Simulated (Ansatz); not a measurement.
All values below come from frozen-core CCSD(T)/cc-pVTZ // B3LYP-D3(BJ)/def2-TZVP in Ansatz (an electronic-structure program).

Ansatz 0.2 input:
```yaml
crystal:
  periodic: [false, false, false]
  atoms:
    - { symbol: C, position_ang: [-1.479755, 0.166147, -0.093954] }
    - { symbol: B, position_ang: [-0.140121, -0.577004, 0.222859] }
    - { symbol: B, position_ang: [1.350866, 0.182513, 0.362584] }
    - { symbol: O, position_ang: [2.302894, 0.335385, -0.602273] }
    - { symbol: H, position_ang: [-1.973952, 0.29603, 0.882302] }
    - { symbol: H, position_ang: [-2.177824, -0.434, -0.683595] }
    - { symbol: H, position_ang: [-1.38803, 1.159476, -0.535504] }
    - { symbol: H, position_ang: [-0.22923, -1.747385, 0.48103] }
    - { symbol: H, position_ang: [1.658292, 0.668714, 1.421695] }
    - { symbol: H, position_ang: [2.076858, -0.049872, -1.455143] }
basis:
  gaussian: { orbitals: cc-pVTZ }
correlation:
  method: ccsd_t
```

Output:

```
Functional definition: HF
1165 factors; integrals over basis functions are off by at most 1.3e-3 eV
mean field evaluation 1: about -4504.7193 eV, gradient 3.9e1 eV
mean field evaluation 2: about -4504.7192 eV, gradient 3.9e1 eV
mean field evaluation 4: about -4508.1510 eV, gradient 4.1e0 eV
mean field evaluation 8: about -4508.2074 eV, gradient 5.3e-4 eV
mean field evaluation 16: about -4508.2082 eV, gradient 2.4e-1 eV
mean field -4508.20740138 eV, -165.6735662279 hartree, gradient 2.7e-6 eV, S^2 0.000000; 0 other end points of the search recorded, 0 dependent functions left out
4 core orbitals not correlated
reference -4508.20740138 eV, -165.6735662279 hartree; 11, 11 occupied and 189, 189 virtual orbitals, 1165 factors
second order -16.80643102 eV of doubles, -0.00000000 eV of singles
cycle   1  -17.38675167 eV  change   -5.8e-1 eV  update   8.8e-2
cycle   2  -17.80435813 eV  change   -4.2e-1 eV  update   2.6e-2
cycle   3  -17.89891157 eV  change   -9.5e-2 eV  update   1.5e-2
cycle   4  -17.88984791 eV  change    9.1e-3 eV  update   4.0e-3
cycle   5  -17.88855905 eV  change    1.3e-3 eV  update   1.9e-3
cycle   6  -17.88889784 eV  change   -3.4e-4 eV  update   6.0e-4
cycle   7  -17.88863261 eV  change    2.7e-4 eV  update   1.9e-4
cycle   8  -17.88860331 eV  change    2.9e-5 eV  update   7.1e-5
cycle   9  -17.88863212 eV  change   -2.9e-5 eV  update   3.2e-5
cycle  10  -17.88862340 eV  change    8.7e-6 eV  update   1.6e-5
perturbative correction -0.64454635 eV, -0.0236866414 hartree
Total energy: -4526.74057113 eV, -166.3546476541 hartree
```

Cost: about 2.5 core-minutes (a rough figure).
